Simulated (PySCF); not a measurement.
## M06-L on N⁺ (nitrogen, charge +1)

Configuration: [He] 2s2 2p2, high-spin 3P determinant. Calculation: PySCF 2.14, in x2c-SVPall; the spin-free X2C one-electron Hamiltonian (Gaussian nucleus).

| Quantity | Value |
| --- | --- |
| Total energy | -54.0187 hartree |
| One-electron energy | -70.0129 hartree |
| Hartree (Coulomb) energy | 22.3654 hartree |
| Exchange-correlation energy | -6.3712 hartree |
| ⟨S²⟩ | 2.0038 |
| ⟨L²⟩ | 2.004 |
| Sum of ⟨r⟩ | 5.472 bohr |
| Sum of ⟨r²⟩ | 7.870 bohr² |
| Traceless quadrupole moment −½Σ⟨3z² − r²⟩ along its main axis | 0.764 e·bohr² |
| Langevin diamagnetic susceptibility | -6.23 ×10⁻⁶ cm³/mol |
| Time after the integrals | 0.1 s of wall time on 1 thread of Neoverse-V2 (shared host) |

```json
{"shell": "1s α", "electrons": "1", "mean orbital energy (hartree)": "-14.93960", "rms radius, mean of both spins (bohr)": "0.266"}
{"shell": "1s β", "electrons": "1", "mean orbital energy (hartree)": "-14.88255", "rms radius, mean of both spins (bohr)": "0.266"}
{"shell": "2s α", "electrons": "1", "mean orbital energy (hartree)": "-1.25253", "rms radius, mean of both spins (bohr)": "1.39"}
{"shell": "2s β", "electrons": "1", "mean orbital energy (hartree)": "-1.10397", "rms radius, mean of both spins (bohr)": "1.39"}
{"shell": "2p α", "electrons": "2", "mean orbital energy (hartree)": "-0.82967", "rms radius, mean of both spins (bohr)": "1.39"}
```
